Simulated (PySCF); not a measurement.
## Electronic structure of S¹²⁺ (sulfur, charge +12) at the UHF level

Configuration: [He] 2s2, closed-shell 1S. All numbers are calculated (PySCF 2.14, no relativity, point nucleus, in an even-tempered Gaussian basis (17 s from 1.8 bohr⁻², ratio 2.2; 9 p from 2.9 bohr⁻², ratio 2.4; 6 d from 8.8 bohr⁻², ratio 2.4; 5 f from 13 bohr⁻², ratio 2.4; 4 g from 20 bohr⁻², ratio 2.4)).

| Quantity | Value |
| --- | --- |
| Total energy | -295.678408 hartree |
| One-electron energy | -319.1751 hartree |
| Hartree (Coulomb) energy | 36.0095 hartree |
| Exchange energy | -12.5128 hartree |
| Kinetic energy | 295.67858 hartree |
| ⟨S²⟩ | 0.0000 |
| ⟨L²⟩ | 0.000 |
| Sum of ⟨r⟩ | 1.023 bohr |
| Sum of ⟨r²⟩ | 0.4272 bohr² |
| Density at the nucleus (Gaussians lack the cusp) | 2710 bohr⁻³ |

| shell | electrons | mean orbital energy (hartree) | rms radius, mean of both spins (bohr) |
| --- | --- | --- | --- |
| 1s | 2 | -112.39417 | 0.111 |
| 2s | 2 | -23.69669 | 0.449 |
